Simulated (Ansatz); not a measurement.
Geometry optimisation of CH6BNSSi, SMILES `[SiH3]C1NBS1`.

```yaml
crystal:
  periodic: [false, false, false]
  atoms:
    - {symbol: Si, position_ang: [-1.254480, 0.307623, 1.051441]}
    - {symbol: C, position_ang: [0.492906, 0.407694, 0.281701]}
    - {symbol: N, position_ang: [0.947051, -0.810351, -0.373840]}
    - {symbol: B, position_ang: [0.963355, -0.370655, -1.715164]}
    - {symbol: S, position_ang: [0.443968, 1.360739, -1.335645]}
    - {symbol: H, position_ang: [-1.692511, 1.673845, 1.500247]}
    - {symbol: H, position_ang: [-2.196789, -0.253049, 0.027464]}
    - {symbol: H, position_ang: [-1.216714, -0.606522, 2.251816]}
    - {symbol: H, position_ang: [1.240910, 0.860307, 0.971316]}
    - {symbol: H, position_ang: [1.117556, -1.691671, 0.112921]}
    - {symbol: H, position_ang: [1.220048, -0.934959, -2.751857]}
basis:
  gaussian: {orbitals: def2-TZVP}
hamiltonian: {xc: pbe0, dispersion: d4}
relax: {f_tol: 0.005, max_steps: 150}
```

```sh
$ ansatz run in.yaml --threads 4 --pin off --events-out ev --progress --plain --max-ram 10444MiB
```

Shortened log:

```
Functional definition: PBE0
  name "PBE0"
  cite "Adamo & Barone, J. Chem. Phys. 110, 6158 (1999) doi:10.1063/1.478522"
  cite "Perdew, Burke & Ernzerhof, Phys. Rev. Lett. 77, 3865 (1996) doi:10.1103/PhysRevLett.77.3865"
  parent pbe
  parameter a = 0.25
  parameter kappa = 0.804
  parameter beta = 0.06672455060314922
  exchange = (1 - a)*pbe_x(kappa = kappa, mu = beta*pi^2/3) + a*exact_x
  correlation = pbe_c(beta = beta)
mean field -22005.44964550 eV, -808.6853586427 hartree, gradient 1.8e-5 eV, S^2 0.000000; 0 other end points of the search recorded, 0 dependent functions left out
the calculation of the forces begins
relax step   1: F+E_penalty+E_count = -22005.69630891 eV  Δ(F+E_penalty+E_count) = +0.000e0 eV  max|allowed force component| = 6.456e-1 eV/Å  Δτ_max = 0.0000 Å  (29 SCF iters, accepted)
these checks for a lower state are left out or cut short: starts, cluster_reference, orbital_swaps, neighbouring_geometries, increment
mean field -22005.48985241 eV, -808.6868362193 hartree, gradient 2.5e-5 eV, S^2 0.000000; 0 other end points of the search recorded, 0 dependent functions left out
the calculation of the forces begins
relax step   2: F+E_penalty+E_count = -22005.73758881 eV  Δ(F+E_penalty+E_count) = -4.128e-2 eV  max|allowed force component| = 2.665e-1 eV/Å  Δτ_max = 0.0233 Å  (33 SCF iters, accepted)
these checks for a lower state are left out or cut short: starts, cluster_reference, orbital_swaps, neighbouring_geometries, increment
mean field -22005.49446018 eV, -808.6870055518 hartree, gradient 2.5e-5 eV, S^2 0.000000; 0 other end points of the search recorded, 0 dependent functions left out
the calculation of the forces begins
relax step   3: F+E_penalty+E_count = -22005.74282114 eV  Δ(F+E_penalty+E_count) = -5.232e-3 eV  max|allowed force component| = 4.931e-2 eV/Å  Δτ_max = 0.0119 Å  (33 SCF iters, accepted)
these checks for a lower state are left out or cut short: starts, cluster_reference, orbital_swaps, neighbouring_geometries, increment
mean field -22005.49445514 eV, -808.6870053665 hartree, gradient 2.5e-5 eV, S^2 0.000000; 0 other end points of the search recorded, 0 dependent functions left out
the calculation of the forces begins
relax step   4: F+E_penalty+E_count = -22005.74287337 eV  Δ(F+E_penalty+E_count) = -5.223e-5 eV  max|allowed force component| = 4.741e-2 eV/Å  Δτ_max = 0.0096 Å  (33 SCF iters, accepted)
these checks for a lower state are left out or cut short: starts, cluster_reference, orbital_swaps, neighbouring_geometries, increment
mean field -22005.49453663 eV, -808.6870083612 hartree, gradient 2.5e-5 eV, S^2 0.000000; 0 other end points of the search recorded, 0 dependent functions left out
the calculation of the forces begins
relax step   5: F+E_penalty+E_count = -22005.74297113 eV  Δ(F+E_penalty+E_count) = -9.775e-5 eV  max|allowed force component| = 1.987e-2 eV/Å  Δτ_max = 0.0125 Å  (32 SCF iters, accepted)
these checks for a lower state are left out or cut short: starts, cluster_reference, orbital_swaps, neighbouring_geometries, increment
mean field -22005.49465325 eV, -808.6870126468 hartree, gradient 2.5e-5 eV, S^2 0.000000; 0 other end points of the search recorded, 0 dependent functions left out
the calculation of the forces begins
relax step   6: F+E_penalty+E_count = -22005.74306767 eV  Δ(F+E_penalty+E_count) = -9.654e-5 eV  max|allowed force component| = 7.595e-3 eV/Å  Δτ_max = 0.0071 Å  (32 SCF iters, accepted)
these checks for a lower state are left out or cut short: starts, cluster_reference, orbital_swaps, neighbouring_geometries, increment
mean field -22005.49467727 eV, -808.6870135297 hartree, gradient 1.4e-5 eV, S^2 0.000000; 0 other end points of the search recorded, 0 dependent functions left out
the calculation of the forces begins
relax step   7: F+E_penalty+E_count = -22005.74307515 eV  Δ(F+E_penalty+E_count) = -7.480e-6 eV  max|allowed force component| = 2.577e-3 eV/Å  Δτ_max = 0.0015 Å  (24 SCF iters, accepted)
mean field -22005.49467727 eV, -808.6870135297 hartree, gradient 1.4e-5 eV, S^2 0.000000; 1 other end points of the search recorded, 0 dependent functions left out
the calculation of the forces begins
Total energy: -22005.74311082 eV, -808.6961432941 hartree
Atom 0 at    -1.240651     0.303414     1.043874 Å, force     0.001619     0.000946     0.000478 eV/Å
Atom 1 at     0.484566     0.410831     0.282749 Å, force    -0.002577    -0.000725     0.001999 eV/Å
Atom 2 at     0.938296    -0.799927    -0.373093 Å, force     0.001483    -0.001344    -0.002521 eV/Å
Atom 3 at     0.958845    -0.366997    -1.701924 Å, force     0.000876     0.000130     0.000612 eV/Å
Atom 4 at     0.440920     1.345008    -1.312142 Å, force     0.000492     0.000882    -0.000563 eV/Å
Atom 5 at    -1.678455     1.655085     1.476860 Å, force    -0.000232    -0.000118     0.000209 eV/Å
Atom 6 at    -2.167189    -0.258305     0.031978 Å, force    -0.000149    -0.000185    -0.000330 eV/Å
Atom 7 at    -1.200506    -0.593331     2.234519 Å, force     0.000065    -0.000209    -0.000028 eV/Å
Atom 8 at     1.227974     0.848177     0.956934 Å, force    -0.000500    -0.000108    -0.001237 eV/Å
Atom 9 at     1.089480    -1.675008     0.099501 Å, force    -0.000646     0.000600     0.001687 eV/Å
Atom 10 at     1.212022    -0.925945    -2.718856 Å, force    -0.000431     0.000132    -0.000305 eV/Å
Dipole moment:     0.099567    -0.310614     0.347010 e Å
```

Hardware: 4 threads of an Arm Neoverse V2 on a shared host. Wall time 24 s, peak host memory 0.56 GiB.
